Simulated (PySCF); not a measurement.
**Polarisability and C₆ of Sr+ (strontium, charge +1)**

[Kr] 5s1, 2S determinant. Calculation: PySCF 2.14, in aug-cc-pVQZ-X2C; the spin-free X2C one-electron Hamiltonian (Gaussian nucleus). Coupled (time-dependent) response in atomic units; α is the mean over directions.

```json
{"method": "UHF", "mean α (bohr³)": "120.7", "C₆ (like pair)": "1146", "S(−4)": "12620"}
{"method": "PBE", "mean α (bohr³)": "96.40", "C₆ (like pair)": "842.2", "S(−4)": "7889"}
{"method": "PBE0", "mean α (bohr³)": "103.4", "C₆ (like pair)": "925.7", "S(−4)": "9138"}
```

S(−4) is the Cauchy moment in α(ω) = α(0) + S(−4) ω² + …

α(iu) at PBE:

| u (hartree) | α(iu) (bohr³) |
| --- | --- |
| 0 | 96.40 |
| 0.0500 | 80.20 |
| 0.100 | 54.22 |
| 0.200 | 25.88 |
| 0.300 | 15.69 |
| 0.500 | 8.778 |
| 0.750 | 5.734 |
| 1.00 | 4.171 |
| 1.50 | 2.490 |
| 2.00 | 1.630 |
| 3.00 | 0.8361 |
| 5.00 | 0.3334 |

A single London oscillator, α(iu) = α/(1 + u²/ω²), gives C₆ = (3/4) ω α². Matching the computed C₆ needs ω = 4 × 842.2 / (3 × 96.40²) = 0.121 hartree.

For an ion, C₆ is the dispersion term alone; charge-induced terms of lower order in 1/R come first.
